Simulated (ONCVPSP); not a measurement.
# cerium: variants of one ONCV potential

Base potential:

```
Element                 : Ce
Generator               : ONCVPSP 4.0.1
Type                    : optimised norm-conserving Vanderbilt (ONCV)
Functional              : PBEsol
Relativity              : scalar-relativistic
Frozen core             : [Kr] 4d10
Valence charge          : 12
Reference configuration : 4f1 5s2 5p6 5d1.5 6s1.5
Partial waves           : 5s+6s: rc 2.70 bohr, ncon 4, nbas 8, qcut 3.4 1/bohr, 2 projectors; 5p: rc 2.70 bohr, ncon 3, nbas 7, qcut 4.5 1/bohr, 1 projector; 5d: rc 3.45 bohr, ncon 4, nbas 9, qcut 4.7 1/bohr, 2 projectors, debl 1.3 Ha; 4f: rc 0.90 bohr, ncon 4, nbas 9, qcut 13.5 1/bohr, 3 projectors, debl 1.2 Ha
Local potential         : polynomial inside 0.85 bohr (lpopt 4, dvloc0 2 Ha)
Core correction         : Teter function, fcfact 4.25, rcfact 1.65
```

Cutoffs, loose and tight: the cutoffs (Ha) at which the residual kinetic energy of the hardest occupied pseudo-wave falls to 1 and 0.1 mHa per electron. They do not see the model core or the augmentation charge, which bear on the density cutoff. Test errors are all-electron minus pseudo excitation energies from the reference, over the configurations 4f1 5s2 5p6 5d1 6s2; 4f1 5s2 5p6 5d1 6s1; 4f1 5s2 5p6 5d1 6s0; 4f1 5s2 5p6 5d1 6s1 6p1. A dash means not determined; rows that change the core or the reference have their own tests. The largest error is taken over the tests solved by every variant that gives reliable tests at all: 4f1 5s2 5p6 5d1 6s0; 4f1 5s2 5p6 5d1 6s1; 4f1 5s2 5p6 5d1 6s2.

A true bound ghost makes a file unfit for plane-wave use even where its test errors are small: the radial tests pick states by their node count and pass the ghost by.

| change | outcome | cutoff, loose | cutoff, tight | bound ghosts | GHOST(+) flags above zero | largest test error (meV) |
| --- | --- | --- | --- | --- | --- | --- |
| base | generated | 369 Ha | 443 Ha | s, p | d, f | -6.9 |
| p: ncon 4, nbas 8 | generated | 369 Ha | 443 Ha | s, p | d, f | -6.9 |
| core correction polynomial model core, fcfact 0.15 | generated | 369 Ha | 443 Ha | s, p | d, f | -4.4 |
| p: rc 2.1 | generated | 369 Ha | 443 Ha | s, p | d, f | -7.2 |
| s: nbas 9 | generated | 369 Ha | 443 Ha | s, p | d, f | -7.0 |
| d: debl 0.9 | generated | 369 Ha | 443 Ha | s, p | d, f | -6.9 |
| core correction Teter function, fcfact 2.3, rcfact 1.65 | generated | 369 Ha | 443 Ha | s, p | d, f | -5.3 |

(1) What comes out with this change to the base: all radii but the core radius scaled by about 1.30 (s 3.50, p 3.50, d 4.48, f 1.16 bohr); local potential polynomial inside 1.10 bohr (lpopt 4, dvloc0 2 Ha)?

(2) What comes out with this change to the base: s: qcut 2.1; p: qcut 2.8; d: qcut 2.9; f: qcut 8.3?

Results:

(1) outcome: generated; cutoff, loose: 81 Ha; cutoff, tight: 90 Ha; bound ghosts: s; GHOST(+) flags above zero: none; largest test error (meV): -5.3.

(2) outcome: generated; cutoff, loose: 512 Ha; cutoff, tight: 695 Ha; bound ghosts: s, p, f; GHOST(+) flags above zero: d, f; largest test error (meV): -7.6.
